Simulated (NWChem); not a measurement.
System: C$_{2}$H$_{5}$NOSi; SMILES C([SiH2]O)C#N

Here is an NWChem input.

```
start job
memory heap 200 mb stack 900 mb global 1100 mb
geometry units angstroms noautosym nocenter noautoz
  N      0.329891     2.858324     0.000000
  C     -0.194856     1.825464     0.000000
  C     -0.801329     0.510840     0.000000
  Si     0.489115    -0.875813     0.000000
  O     -0.433897    -2.259313     0.000000
  H     -1.444259     0.392038     0.887514
  H     -1.444259     0.392038    -0.887514
  H      1.343964    -0.762192    -1.218416
  H      1.343964    -0.762192     1.218416
  H      0.016207    -3.108547     0.000000
end
basis spherical
  * library def2-svp
end
dft
  xc m05-2x
  iterations 150
end
cosmo
  do_cosmo_smd true
  solvent cychexan
end
task dft energy
```

Output (shortened):

```
             Northwest Computational Chemistry Package (NWChem) 7.3.0
             --------------------------------------------------------

                             Geometry "geometry" -> ""
                             -------------------------

 Output coordinates in angstroms (scale by  1.889725989 to convert to a.u.)

  No.       Tag          Charge          X              Y              Z
 ---- ---------------- ---------- -------------- -------------- --------------
    1 N                    7.0000     0.32989100     2.85832400     0.00000000
    2 C                    6.0000    -0.19485600     1.82546400     0.00000000
    3 C                    6.0000    -0.80132900     0.51084000     0.00000000
    4 Si                  14.0000     0.48911500    -0.87581300     0.00000000
    5 O                    8.0000    -0.43389700    -2.25931300     0.00000000
    6 H                    1.0000    -1.44425900     0.39203800     0.88751400
    7 H                    1.0000    -1.44425900     0.39203800    -0.88751400
    8 H                    1.0000     1.34396400    -0.76219200    -1.21841600
    9 H                    1.0000     1.34396400    -0.76219200     1.21841600
   10 H                    1.0000     0.01620700    -3.10854700     0.00000000

 Effective nuclear repulsion energy (a.u.)     201.6048249557

                                 NWChem DFT Module
                                 -----------------

 Summary of "ao basis" -> "ao basis" (spherical)
 ------------------------------------------------------------------------------
       Tag                 Description            Shells   Functions and Types
 ---------------- ------------------------------  ------  ---------------------
 N                          def2-svp                 6       14   3s2p1d
 C                          def2-svp                 6       14   3s2p1d
 Si                         def2-svp                 8       18   4s3p1d
 O                          def2-svp                 6       14   3s2p1d
 H                          def2-svp                 3        5   2s1p

 in cosmo_initialize ...
 calling solv_data for solv:cychexan

 solvent parameters
 solvname_short: cychexan
 solvname_long:  cyclohexane
 dielec:        2.0165
 dielecinf:     2.0352
 nonaqueous SMD model solvent descriptors
 dielec:        2.0165
 sola:          0.0000
 solb:          0.0000
 solc:          0.0000
 solg:         35.4800
 solh:          0.0000
 soln:          1.4266

          ---------------
          -cosmo- solvent
          ---------------
 Cosmo: York-Karplus, doi: 10.1021/jp992097l
 dielectric constant -eps-     =   2.02
 screen = (eps-1)/(eps    )    =   0.50409
 surface charge correction     = lagrangian

   van der Waals surface
 --------------------------

[...]

                                COSMO-SMD solvation results
                                ---------------------------

             internal energy in gas <Psi(g)|H|Psi(g)> =      -498.423308928743
         internal energy in solvent <Psi(s)|H|Psi(s)> =      -498.422775295599
                               delta internal energy  =         0.000533633144 (    0.33 kcal/mol)
   total free energy in solvent <Psi(s)|H+V/2|Psi(s)> =      -498.429817908771
 polarization energy contribution <Psi(s)|V/2|Psi(s)> =        -0.007042613173 (   -4.42 kcal/mol)
    total free energy in solvent including G(SMD-CDS) =      -498.429485868008
                       G(SMD-CDS) energy contribution =         0.000332040764 (    0.21 kcal/mol)
     1 M fixed-concentration free energy of solvation =        -0.006176939265 (   -3.88 kcal/mol)

                       DFT Final Molecular Orbital Analysis
                       ------------------------------------

 Vector   21  Occ=2.000000D+00  E=-3.997419D-01
              MO Center= -9.8D-02,  2.0D+00,  9.7D-10, r^2= 2.4D+00
   Bfn.  Coefficient  Atom+Function         Bfn.  Coefficient  Atom+Function
  ----- ------------  ---------------      ----- ------------  ---------------
     6      0.428582   1 N  pz               20     -0.357999   2 C  pz
     9     -0.258091   1 N  pz               23     -0.233724   2 C  pz
    34      0.176182   3 C  pz               75      0.147602   6 H  s
    80     -0.147602   7 H  s                37      0.132267   3 C  pz
    66     -0.106005   5 O  pz               69     -0.081480   5 O  pz

 Vector   22  Occ=2.000000D+00  E=-3.808523D-01
              MO Center=  5.7D-01, -1.3D+00, -1.4D-08, r^2= 2.8D+00
   Bfn.  Coefficient  Atom+Function         Bfn.  Coefficient  Atom+Function
  ----- ------------  ---------------      ----- ------------  ---------------
    66      0.395890   5 O  pz               69      0.310048   5 O  pz
    85      0.274728   8 H  s                90     -0.274728   9 H  s
    86      0.231767   8 H  s                91     -0.231767   9 H  s
    52     -0.210258   4 Si pz               49      0.108909   4 Si pz
    59      0.098062   4 Si d  1             34      0.064133   3 C  pz

 Vector   23  Occ=2.000000D+00  E=-3.718005D-01
              MO Center= -1.8D-02,  1.1D+00,  1.5D-08, r^2= 3.7D+00
   Bfn.  Coefficient  Atom+Function         Bfn.  Coefficient  Atom+Function
  ----- ------------  ---------------      ----- ------------  ---------------
     4      0.319271   1 N  px               32      0.264702   3 C  px
    31      0.261222   3 C  s                35      0.231732   3 C  px
    18     -0.196542   2 C  px                7     -0.192817   1 N  px
    33     -0.184509   3 C  py               22      0.175557   2 C  py
    50     -0.172688   4 Si px                5     -0.144427   1 N  py

 Vector   24  Occ=0.000000D+00  E= 5.483175D-02
              MO Center=  5.0D-01, -7.1D-01, -3.9D-11, r^2= 5.2D+00
   Bfn.  Coefficient  Atom+Function         Bfn.  Coefficient  Atom+Function
  ----- ------------  ---------------      ----- ------------  ---------------
    54      0.937196   4 Si py               63      0.670161   5 O  s
    31     -0.466822   3 C  s                96     -0.331072  10 H  s
    21      0.288795   2 C  px                3     -0.264340   1 N  s
    67      0.213389   5 O  px               36      0.188055   3 C  py
    53      0.179770   4 Si px                8      0.175776   1 N  py

 Vector   25  Occ=0.000000D+00  E= 8.245857D-02
              MO Center=  2.1D-01,  2.5D-01,  9.9D-10, r^2= 5.6D+00
   Bfn.  Coefficient  Atom+Function         Bfn.  Coefficient  Atom+Function
  ----- ------------  ---------------      ----- ------------  ---------------
    53      1.038094   4 Si px               22     -0.731042   2 C  py
    31      0.714818   3 C  s                54     -0.699376   4 Si py
     3      0.621917   1 N  s                36     -0.622728   3 C  py
     7     -0.405921   1 N  px               46     -0.305453   4 Si s
    86     -0.273718   8 H  s                91     -0.273718   9 H  s

 Vector   26  Occ=0.000000D+00  E= 8.366055D-02
              MO Center= -3.0D-01,  1.8D+00,  1.7D-10, r^2= 3.0D+00
   Bfn.  Coefficient  Atom+Function         Bfn.  Coefficient  Atom+Function
  ----- ------------  ---------------      ----- ------------  ---------------
    76      0.612408   6 H  s                81     -0.612408   7 H  s
     9      0.538376   1 N  pz               23     -0.540846   2 C  pz
    37     -0.424348   3 C  pz               20     -0.416571   2 C  pz
     6     -0.400089   1 N  pz               75      0.183624   6 H  s
    80     -0.183624   7 H  s                55      0.154762   4 Si pz

     Multipole analysis of the density
     ---------------------------------

     L   x y z        total         alpha         beta         nuclear
     -   - - -        -----         -----         ----         -------
     0   0 0 0     -0.000000    -23.000000    -23.000000     46.000000

     1   1 0 0     -0.279340      0.309916      0.309916     -0.899173
     1   0 1 0     -1.945329     -0.822763     -0.822763     -0.299803
     1   0 0 1     -0.000000     -0.000000     -0.000000      0.000000

     2   2 0 0    -27.384125    -44.907253    -44.907253     62.430380
     2   1 1 0     -4.775943     -3.502085     -3.502085      2.228228
     2   1 0 1     -0.000000     -0.000000     -0.000000      0.000000
     2   0 2 0    -33.445886   -269.298493   -269.298493    505.151100
     2   0 1 1      0.000000      0.000000      0.000000      0.000000
     2   0 0 2    -27.473666    -21.851072    -21.851072     16.228478
```

Level: M05-2X/def2-SVP, SMD on the gas-phase geometry. Geometry: optimised at PBE0/def2-SVP. Solvent: cyclohexane.
